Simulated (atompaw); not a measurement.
**An all-electron radial function and its pseudo partner (hydrogen (H))**

Columns: radius, all-electron u(r) and pseudo u(r) of the 1s shell (level -6.35 eV) of hydrogen in the configuration 1s1; LDA (PW92), non-relativistic, PAW (atompaw) scheme, atompaw 4.2.0.5.

| r (bohr) | all-electron | pseudo |
| --- | --- | --- |
| 0.033 | 0.0591 | 0.0480 |
| 0.065 | 0.1128 | 0.0942 |
| 0.098 | 0.1645 | 0.1412 |
| 0.131 | 0.2128 | 0.1871 |
| 0.163 | 0.2564 | 0.2303 |
| 0.196 | 0.2983 | 0.2732 |
| 0.229 | 0.3372 | 0.3142 |
| 0.262 | 0.3733 | 0.3530 |
| 0.294 | 0.4057 | 0.3885 |
| 0.327 | 0.4367 | 0.4226 |
| 0.360 | 0.4652 | 0.4543 |
| 0.392 | 0.4907 | 0.4827 |
| 0.425 | 0.5149 | 0.5094 |
| 0.458 | 0.5371 | 0.5336 |
| 0.490 | 0.5567 | 0.5549 |
| 0.523 | 0.5752 | 0.5745 |
| 0.556 | 0.5920 | 0.5921 |
| 0.588 | 0.6067 | 0.6072 |
| 0.621 | 0.6204 | 0.6211 |
| 0.654 | 0.6326 | 0.6333 |
| 0.687 | 0.6435 | 0.6441 |
| 0.719 | 0.6529 | 0.6532 |
| 0.752 | 0.6614 | 0.6615 |
| 0.785 | 0.6687 | 0.6687 |
| 0.817 | 0.6748 | 0.6748 |
| 0.850 | 0.6801 | 0.6801 |

**Question.** How many radial nodes do the two functions have?

**Answer.** The all-electron 1s function has n − l − 1 = 0; the pseudo-wave has 0.

**Question.** Is the pseudo-wave norm-conserving?

**Answer.** No, it belongs to a PAW set: the norm inside the radius is not constrained, and the difference is carried by the augmentation charge.
